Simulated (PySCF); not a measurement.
Cd(F)(SMe) (CH3CdFS), SMILES C[S][Cd][F]. Atoms are numbered in the order given.

```xyz
7

Cd     0.0630    -0.5830     0.0000
F     -0.4049    -2.4689     0.0000
S      0.6564     1.6856     0.0000
C     -0.9915     2.5148     0.0000
H     -1.5754     2.2751     0.8992
H     -0.7815     3.5940     0.0000
H     -1.5754     2.2751    -0.8992
```

Coordinates come from a B3LYP-D3(BJ)/def2-SVP optimisation. The def2 effective core potentials stand for the cores of Cd; spin–orbit coupling is left out. The values are those of a single conformer.

Calculation: PBE/def2-TZVPD (PySCF).

Mulliken values depend strongly on the basis, most of all with diffuse functions as here. ESP charges are fitted to the potential on shells at 1.4 to 2.0 van der Waals radii. Atomic charges (e):

```tsv
atom	ESP fit	Mulliken
Cd1	?	0.75
F2	-0.48	-0.60
S3	?	-0.29
C4	?	-0.51
H5	0.13	0.23
H6	0.21	0.18
H7	0.13	0.23
```

Fill in the missing entries. (An estimate is asked for; the answer gives what the named calculation found.)


- Cd1, ESP fit: 0.74
- S3, ESP fit: -0.36
- C4, ESP fit: -0.37
